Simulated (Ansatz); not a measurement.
`[BH]1C=[CH][GeH2]1` → B• + 2 C• + Ge• + 5 H•  (atomization)

Isolated molecules relaxed with PBE0-D4/def2-TZVP in Ansatz; ΔE leaves out vibrations. CBS: MP2 limit from def2 TZ/QZ plus the TZ coupled-cluster correction, frozen cores. This one scheme is used for every species, atoms too. DFT in def2-TZVPP. No spin–orbit coupling; open shells (•) take unrestricted orbitals. Spin–orbit coupling would lower the free atoms: a little for B, C; clearly for Ge. For Ge outer-core shells are correlated without core-valence functions, so the limit isn't a true one: a few kJ/mol of doubt a bond, and 10 to 20 or more in all where bonds break to atoms. Scalar relativity is left out up to krypton.

| level | ΔE (kcal/mol) |
| --- | --- |
| PBE0-D4 | 786.0 |
| r2SCAN0-D4 | 775.7 |
| BHLYP-D4 | 760.5 |
| r2SCAN0 | 774.5 |
| MP2/def2-SVP | 752.6 |
| CCSD/def2-TZVPP | 749.8 |
| CCSD(T)/def2-TZVPP | 762.8 |
| CCSD/CBS(def2) | 765.8 |

(1) What does CCSD(T)/CBS give? (Estimate.)

Largest T1 diagnostic among the species: 0.014.

Answers

(1) Computed: +778.8 kcal/mol. The listed levels differ from it by 7.2, -3.1, -18.3, -4.3, -26.2, -29.0, -16.0, -13.0 kcal/mol.

In def2-TZVPP, CCSD(T) changes the Hartree–Fock value by +183.3 kcal/mol (the triples alone add +13.0 kcal/mol) and MP2 by +194.5 kcal/mol; breaking electron pairs costs correlation energy, which Hartree–Fock lacks. From BLYP to BHLYP (50 % exact exchange), in def2-TZVPP and without D4, ΔE moves by −9.9 kcal/mol: exact exchange takes away binding that semilocal exchange gives to molecules. The D4 term adds +7.0 kcal/mol with B3LYP and +3.6 kcal/mol with PBE0; it sums over pairs of atoms, weighted by their polarisabilities, and B3LYP, whose exchange is more repulsive, gets the larger term.

B3LYP here is the variant with VWN-RPA as its local correlation; programs differ in this.

For atomizations the MP2-based limit and the directly extrapolated one differ by several kJ/mol either way, and by 10 to 25 for some Ge, Se and Sn compounds, so smaller differences from it don't rank the levels.
